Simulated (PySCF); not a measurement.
# MSe for M along the alkaline earths

HF with triple-zeta basis sets in PySCF, for the lowest determinant that a PBE0 search found; no spin–orbit coupling. De refers to high-spin ground-configuration atoms. A positive dipole means M(−)Se(+).

| M | basis | reference | state (unpaired electrons) | Re (Å) | ωe (cm⁻¹) | De (eV) | μ (D) |
| --- | --- | --- | --- | --- | --- | --- | --- |
| Be | def2-TZVPP | RHF | singlet (closed shell) | 1.862 | 883 | 1.20 | -6.01 |
| Mg | x2c-TZVPPall | RHF | singlet (closed shell) | 2.257 | 432 | 0.21 | -8.63 |
| Ca | def2-TZVPP | RHF | singlet (closed shell) | 2.492 | 363 | 1.20 | -12.95 |
| Sr | def2-TZVPP | RHF | singlet (closed shell) | 2.610 | 281 | 1.35 | -13.84 |
| Ba | x2c-TZVPPall | RHF | singlet (closed shell) | 2.695 | 257 | 2.09 | -13.68 |

The shortest bond is that of BeSe (1.862 Å), the longest that of BaSe (2.695 Å). BaSe is bound most strongly (2.09 eV) and MgSe least (0.21 eV).

The rows differ in basis set, which adds steps of its own.

Down a group the atoms grow and get heavier, so bonds lengthen and wavenumbers fall; this series shows no clear exception.

Spin–orbit coupling is left out, which matters for elements this heavy, above all for dissociation energies. Where the molecule has an RHF reference, its open-shell atoms are computed with UHF. Hartree–Fock leaves out correlation, which carries a large part of most bond energies and some tenths to 1 eV of ionisation energies.
